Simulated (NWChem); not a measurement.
A series in which one site is exchanged, each optimised at B3LYP/6-31G* with NWChem, gas phase unless a solvent is named. All stand in one matching conformer (torsions within 35°), which need not be the lowest. Pople sets run with spherical d functions. This build's default masses of Se (78.918 u) and Br (79.917 u) are each other's, which moves their modes by up to 0.6 %. Shieldings are non-relativistic GIAO values without spin-orbit effects.

A: [Be]([S]C)[F] (CH₃BeFS; site = F)
B: [BeH][S]C (CH4BeS; site = H)
C: C[S][Be][Cl] (CH$_{3}$BeClS; site = Cl)
D: [Br][Be][S]C (CH3BeBrS; site = Br)

Values for A:

```
Property                                                  Value
--------------------------------------------------------  -----
dipole (D), B3LYP/6-31G*                                   1.71
orbital gap (eV), B3LYP/6-31G*                             6.40
static polarisability, PBE0/def2-SVPD (bohr³)              47.9
13C shift against tetramethylsilane, KT2/pcSseg-1 (ppm)    10.6
13C shift against tetramethylsilane, PBE0/pcSseg-1 (ppm)   10.3
```

### Question
How do these values change for the other members?

### Answer
```tsv
change from A	B	C	D
dipole (D), B3LYP/6-31G*	-0.07	+0.17	+0.16
orbital gap (eV), B3LYP/6-31G*	-0.62	-0.38	-0.51
static polarisability, PBE0/def2-SVPD (bohr³)	+3.8	+14.9	+23.5
13C shift against tetramethylsilane, KT2/pcSseg-1 (ppm)	-1.3	+0.5	+0.6
13C shift against tetramethylsilane, PBE0/pcSseg-1 (ppm)	-0.9	+0.6	+0.7
```
